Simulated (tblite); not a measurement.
C₈H₁₀ (charge +1 and doublet state).
Cartesian coordinates in Å at the GFN2-xTB level; atoms count from 1:
```
atom  x, y, z in Å
C1    -2.6055    0.2389    0.2483
C2    -1.5134   -0.1559   -0.7140
C3    -0.1099   -0.0436   -0.2874
C4     0.2827    0.5203    0.9468
C5     1.6011    0.4982    1.3314
C6     2.5769   -0.0378    0.4746
C7     2.2100   -0.5963   -0.7548
C8     0.8943   -0.5755   -1.1456
H9    -2.5863   -0.3799    1.1466
H10   -3.5771    0.1136   -0.2222
H11   -2.5089    1.2763    0.5690
H12   -1.6967   -1.1754   -1.0924
H13   -1.6026    0.4398   -1.6421
H14   -0.4578    0.9596    1.5963
H15    1.8969    0.9117    2.2834
H16    3.6194    0.0184    0.7522
H17    2.9637   -1.0219   -1.3994
H18    0.6045   -0.9842   -2.1027
```

Computed with GFN2-xTB (tblite): harmonic, unscaled wavenumbers at the GFN2-xTB geometry, gas phase. Against measured fundamentals such values can be off by several per cent, at times by over 20. One conformer, not necessarily the lowest. Open shells enter through the occupations alone, without spin polarisation, and single modes of such species can be off by tens of per cent.

Harmonic wavenumbers (cm⁻¹): 44.0, 139.9, 206.0, 221.5, 298.8, 328.4, 407.4, 490.4, 525.9, 538.2, 648.0, 740.4, 759.6, 774.7, 885.9, 922.3, 927.4, 956.7, 963.7, 1017.9, 1044.7, 1068.8, 1087.3, 1121.0, 1151.4, 1168.8, 1193.4, 1253.7, 1282.6, 1327.7, 1336.8, 1369.4, 1390.5, 1405.5, 1421.9, 1444.5, 1456.0, 1564.6, 2791.6, 2867.7, 2994.8, 3011.0, 3063.9, 3087.8, 3090.3, 3102.0, 3106.6, 3113.1.

A = 4767, B = 1489, C = 1152 MHz; mass 106.078 u (most abundant isotopes); point group C1, symmetry number 1; spin multiplicity 2.

Question: What is the zero-point energy?

Answer: ½Σν̃ = 32557 cm⁻¹ = 93.09 kcal/mol.

Question: Entropy at 298.15 K, 1 bar (ideal gas, RRHO, classical rotation)?

Answer: Translation 39.92, rotation 28.07, vibration 19.82, spin (R ln 2) 1.38: S = 89.2 cal/(mol K).

Question: And Cp and H(298.15 K) − H(0)?

Answer: Cp = 32.75 cal/(mol K), of which vibrations give 24.80 (their classical limit is 48 R = 95.4); H(298.15 K) − H(0) = 5.68 kcal/mol without the zero-point energy, 3.31 from vibrations.

Question: What must be added to the electronic energy to get the Gibbs energy at 298.15 K and 1 bar?

Answer: ZPE + [H(298.15 K) − H(0)] − T·S = 93.09 + 5.68 − 26.59 = 72.18 kcal/mol.

Question: How do the functions run with temperature in this model?

Answer: 
```
T (K)  S (cal/(mol K))  Cp (cal/(mol K))  H − H(0) (kcal/mol)  G − H(0) (kcal/mol)  ln q(vib)
  100             65.6              14.5                 1.08                -5.48       1.02
  200             78.2              23.0                 2.95               -12.69       2.63
  300             89.4              32.9                 5.74               -21.08       4.43
  500            110.8              51.7                14.29               -41.12       8.41
  800            139.4              69.4                32.71               -78.77      14.70
 1000            155.7              77.0                47.39              -108.31      18.76
```

q(vib) and H(0) count from the zero-point level.

Question: Which modes carry the vibrational entropy at 298.15 K?

Answer: 44.0 cm⁻¹: 5.07; 139.9 cm⁻¹: 2.81; 206.0 cm⁻¹: 2.08; 221.5 cm⁻¹: 1.95; 298.8 cm⁻¹: 1.42; 328.4 cm⁻¹: 1.27 cal/(mol K); the other 42 give 5.23 together.

Question: Blend soft modes into free rotors: weight 1/[1 + (100 cm⁻¹/ν̃)⁴] for the oscillator and the rest for a rotor with moment μB/(μ + B), μ = h/(8π²ν), B = 10⁻⁴⁴ kg m². What vibrational entropy results?

Answer: 18.44 cal/(mol K) in place of 19.82, which changes −T·S at 298.15 K by +0.41 kcal/mol.

Hindered rotation and anharmonicity are outside this model. Other conformers, if any are populated, would add a mixing term that is left out.
